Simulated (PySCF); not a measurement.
Static response to an electric field

Compound: C₆H₆OP₂.
Cartesian coordinates in Å at the GFN2-xTB level; atoms count from 1:
```xyz
15
C6H6OP2 angstrom
C      4.224    0.210   -0.162
C      3.077   -0.334    0.236
P      1.484    0.360   -0.243
P      0.308   -0.996    0.734
C     -1.306   -0.369    0.301
C     -1.789    0.681   -0.445
C     -3.192    0.600   -0.375
C     -3.470   -0.486    0.404
O     -2.344   -1.074    0.815
H      4.244    1.087   -0.787
H      5.181   -0.199    0.121
H      3.079   -1.216    0.865
H     -1.200    1.407   -0.969
H     -3.901    1.256   -0.838
H     -4.398   -0.919    0.722
```

Level: PBE0/def2-SVPD (PySCF), static field, nuclei fixed, core orbitals frozen in the response. The polarisability tensor in these axes (au):

```
x   257.25  13.29 -11.11
y    13.29  99.96 -18.89
z   -11.11 -18.89  87.25
```

**Question.** What are the eigenvalues, a third of the trace, and Δα (Δα² = ½Σ(αi − αj)² over the three pairs)?

**Answer.** Principal values 73.67, 111.49 and 259.31 au; mean 148.16 au = 21.95 Å³ = 24.43 × 10⁻⁴⁰ C²·m²/J; Δα = 169.92 au (115 % of the mean).

**Question.** What is the dipole moment, and where does it point?

**Answer.** (-0.69, 0.71, -0.50) D, 1.11 D in size, pointing from the negative to the positive side. Measured along this direction, the outermost atoms are H11 at the negative end and H14 at the positive end.

**Question.** What are the principal values of the traceless quadrupole moment, Θ = ½Σq(3rr − r²1), about the centre of nuclear charge?

**Answer.** -11.79, -5.27, 17.05 D·Å. The values depend on the origin, since the dipole doesn't vanish. The electronic extent ⟨r²⟩ about the same centre is 2117 bohr², a root-mean-square distance of 2.72 Å for the 80 electrons.

**Question.** Rayleigh depolarisation ratio (linearly polarised light, static tensor)?

**Answer.** ρ = 3Δα²/(45ᾱ² + 4Δα²) = 86614.0/(987760 + 115485.3) = 0.0785.

**Question.** Give the principal axes and the span of the nuclei along them.

**Answer.** Largest value along (0.99, 0.09, -0.07), where the nuclei span 9.62 Å; middle along (-0.12, 0.81, -0.58), 3.80 Å; least along (0.01, 0.58, 0.81), 0.00 Å. The response follows the extents in order.

**Question.** Find the Langevin capture rate constant for H3O+ (19.018 u) meeting this molecule (155.989 u), k = 2.342 × 10⁻⁹ cm³/s × √(α in Å³ / reduced mass in u).

**Answer.** The reduced mass is 16.95 u, so k = 2.67 × 10⁻⁹ cm³/s. The formula leaves out the permanent dipole, which adds to the capture rate.

**Question.** What would n − 1 = 2πNα be for an ideal gas of these molecules at 350 K and 1 atm, electronic part alone?

**Answer.** N = p/kT = 2.0968 × 10¹⁹ cm⁻³, so n − 1 = 2π × N × 21.95 × 10⁻²⁴ cm³ = 2892 × 10⁻⁶ at long wavelengths.

The structure is a single GFN2-xTB conformer in the gas phase; no vibrational or solvent corrections.
